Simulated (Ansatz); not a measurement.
`[Br][InH][CH]1C=N1` + CH₃OH → `C[O][InH][Br]` + `C1=NC1` at 400 K and 1 bar (ligand exchange at the In–C bond).

Computed with Ansatz on PBE0-D4/def2-TZVP structures; ΔE is electronic, products minus reactants. CBS: MP2 limit from def2 TZ/QZ plus the TZ coupled-cluster correction, frozen cores. This one scheme is used for every species. def2 core potentials past Kr. For Br, In outer-core shells are correlated without core-valence functions, which leaves a few kJ/mol of doubt a bond. Scalar relativity is left out up to krypton. One conformer a species, not always the lowest.

```tsv
species	CCSD(T)/CBS energy (Eh)	H − E (kJ/mol)	S (J/(mol·K))
`[Br][InH][CH]1C=N1`	-2895.69428	141.0	405.2
CH₃OH	-115.61712	151.2	252.6
`C[O][InH][Br]`	-2878.81206	157.2	397.8
`C1=NC1`	-132.51911	134.8	260.4
```

H − E and S are ideal-gas, rigid-rotor, harmonic terms from PBE0-D4/def2-TZVP, for one conformer and one mirror image of each species. 1 Eh = 2625.50 kJ/mol, R = 8.31446 J/(mol·K).

By hand: ΔE, ΔH, ΔS and ΔG.

ΔE = (-2878.81206) + (-132.51911) − (-2895.69428) − (-115.61712) = -0.01977 Eh = -51.9 kJ/mol. Δ(H − E) = 157.2 + 134.8 − 141.0 − 151.2 = -0.2, so ΔH = -52.1 kJ/mol. ΔS = 397.8 + 260.4 − 405.2 − 252.6 = 0.4 J/(mol·K). ΔG = -52.1 − 400 × (0.4)/1000 = -52.3 kJ/mol.

By hand: the equilibrium constant, and the temperature at which ΔG would vanish if ΔH and ΔS stayed fixed.

log₁₀ K = −ΔG/(RT ln 10) = 6.8. ΔH and −TΔS have one sign here, so there is no such temperature. One of them is within its doubt of zero, so this could turn.

The number of gas molecules stays the same, so ΔS is small and ΔH decides. A doubt of 5 kJ/mol in ΔE shifts log₁₀ K by 0.7 here. Other conformers and mirror images would add mixing entropy, several J/(mol·K) or more a flexible species. Modes under 60 cm⁻¹, often nearly free rotors, make the harmonic entropy too high. These are equilibria of isolated gas molecules and say nothing of rates. Largest T1 diagnostic: 0.014 (customary marks: 0.02 for closed shells, 0.045 for open ones).
